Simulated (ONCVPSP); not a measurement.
Debugging a pseudopotential input (tin (Sn), ONCVPSP 4.0.1)

Command:

```bash
oncvpsp.x < Sn.dat > Sn.out
```

Input:

```
# ATOM AND REFERENCE CONFIGURATION
# atsym  z   nc   nv     iexc    psfile
  Sn 50.00    8    3  -109134      upf
#
#   n    l    f
    1    0    2.00
    2    0    2.00
    2    1    6.00
    3    0    2.00
    3    1    6.00
    3    2   10.00
    4    0    2.00
    4    1    6.00
    4    2   10.00
    5    0    1.50
    5    1    2.50
#
# PSEUDOPOTENTIAL AND OPTIMIZATION
# lmax
    2
#
#   l,   rc,      ep,       ncon, nbas, qcut
    0    1.90    0.00    3    7    3.10
    1    7.00    0.00    4    9    3.80
    2    1.35    0.00    3    8   12.30
#
# LOCAL POTENTIAL
# lloc, lpopt,  rc(5),   dvloc0
    4    5    1.25    6.00
#
# VANDERBILT-KLEINMAN-BYLANDER PROJECTORs
# l, nproj, debl
    0    1    1.30
    1    2    1.30
    2    3    1.80
#
# MODEL CORE CHARGE
# icmod, fcfact, rcfact
    2    0.45    0.75
#
# LOG DERIVATIVE ANALYSIS
# epsh1, epsh2, depsh
   -2.00    5.00    0.02
#
# OUTPUT GRID
# rlmax, drl
    6.00    0.01
#
# TEST CONFIGURATIONS
# ncnf
    4
# nvcnf
#   n    l    f
    3
    4    2   10.00
    5    0    2.00
    5    1    2.00
#
    3
    4    2   10.00
    5    0    2.00
    5    1    1.00
#
    3
    4    2   10.00
    5    0    2.00
    5    1    0.00
#
    3
    4    2   10.00
    5    0    0.00
    5    1    4.00
#
```

This is an input that runs to its end, with one change: rc of l = 1 set to 7.00 bohr. The unchanged file is no sound one. Note: ghosts flagged at negative energy: s at -37.9 eV; GHOST(+) flagged for p at 81.3 eV. A true bound ghost makes a file unfit for plane-wave use.

How does the run end?

The program refuses the input: "test_data: must have rlmax>rcmax".

```
ONCVPSP  (Optimized Norm-Conservinng Vanderbilt PSeudopotential)
scalar-relativistic version 4.0.1

test_data: must have rlmax>rcmax
ERROR: test_data found   1 ERROR; stopping
```
